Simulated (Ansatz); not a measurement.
Cost and result for the atomization energy of CH$_{5}$GaOSi (`O=[C]([SiH3])[GaH2]`) (9 atoms, 8 bonds).

```xyz
9

O    -0.679    1.620   -0.168
C    -0.211    0.499   -0.051
Si    1.629    0.059   -0.385
Ga   -1.860   -0.501    0.527
H     2.148   -0.531    0.877
H     1.618   -0.998   -1.432
H     2.447    1.223   -0.809
H    -2.241   -0.422    2.042
H    -2.848   -0.949   -0.601
```

Charge 0, multiplicity 1. Correlated methods include outer-core shells of Ga, which these sets cover unevenly. Scalar relativity is left out up to krypton. Geometry: relaxed with PBE0-D4/def2-TZVP. Program: Ansatz. All runs use 4 threads of an Arm Neoverse V2 on a shared host. Times are those of one run each, without the atoms' runs, and a repeat can differ threefold. Electronic energies, without spin–orbit coupling; frozen cores. CCSD(T)/CBS adds CCSD(T) − MP2 in def2-TZVPP to the MP2 limit, and its time is that of the two runs behind it. T1 = 0.018. With those shells the extrapolation isn't a true limit. HSE06 is the plane-wave form, built on full-range PBE exchange.

CCSD(T)/CBS is a level of theory with its own doubt, some kJ/mol a heavy atom from the limit and from the frozen cores, so smaller differences don't rank the functionals.

```
                           level  functions  wall time
            revPBE-D4/def2-TZVPP        222      1.7 s
              BLYP-D4/def2-TZVPP        222      1.7 s
 PBE-D4/def2-TZVPP (with forces)        222        2 s
              PBE0-D4/def2-TZVPP        222      2.4 s
             HSE06-D4/def2-TZVPP        222      2.6 s
                CCSD(T)/def2-SVP        103      4.2 s
           r2SCANh-D4/def2-TZVPP        222      4.3 s
               B2PLYP/def2-TZVPP        222      4.6 s
              ωB97X-V/def2-TZVPP        222      6.5 s
ωB97M-V/def2-TZVPP (with forces)        222      9.5 s
                  MP2/def2-QZVPP        423       17 s
              CCSD(T)/def2-TZVPP        222       90 s
               CCSD(T)/CBS(def2)          –      110 s
```

(1) What atomization energy does each give, and how far from CCSD(T)/CBS? (Estimate.)

Answers

(1) Computed: 
```csv
level,atomization (kJ/mol),difference from CCSD(T)/CBS,per bond
revPBE-D4/def2-TZVPP,2739.4,-31.3,-3.9
BLYP-D4/def2-TZVPP,2762.3,-8.4,-1.1
PBE-D4/def2-TZVPP (with forces),2803.4,32.7,4.1
PBE0-D4/def2-TZVPP,2740.7,-30.0,-3.8
HSE06-D4/def2-TZVPP,2742.7,-28.0,-3.5
CCSD(T)/def2-SVP,2605.4,-165.3,-20.7
r2SCANh-D4/def2-TZVPP,2753.5,-17.2,-2.2
B2PLYP/def2-TZVPP,2728.5,-42.2,-5.3
ωB97X-V/def2-TZVPP,2784.3,13.6,1.7
ωB97M-V/def2-TZVPP (with forces),2763.9,-6.8,-0.8
MP2/def2-QZVPP,2771.2,0.5,0.1
CCSD(T)/def2-TZVPP,2703.4,-67.3,-8.4
CCSD(T)/CBS(def2),2770.7,0.0,0.0
```

From r2SCAN to r2SCAN0 (25 % exact exchange), in def2-TZVPP and without D4, the atomization energy moves by −64.0 kJ/mol: exact exchange takes away binding that semilocal exchange gives to molecules. Leaving LDA and LC-ωPBE aside and taking each functional with its dispersion term where it has one, the values, not all of them listed here, spread over 136.5 kJ/mol, from BHLYP-D4 to PBE-D4. LDA lies +388.6 kJ/mol from PBE without D4, its usual overbinding. The D4 term adds +30.7 kJ/mol with B3LYP and +16.0 kJ/mol with PBE0; it sums over pairs of atoms, weighted by their polarisabilities, and B3LYP, whose exchange is more repulsive, gets the larger term.

B3LYP here is the variant with VWN-RPA as its local correlation; programs differ in this.
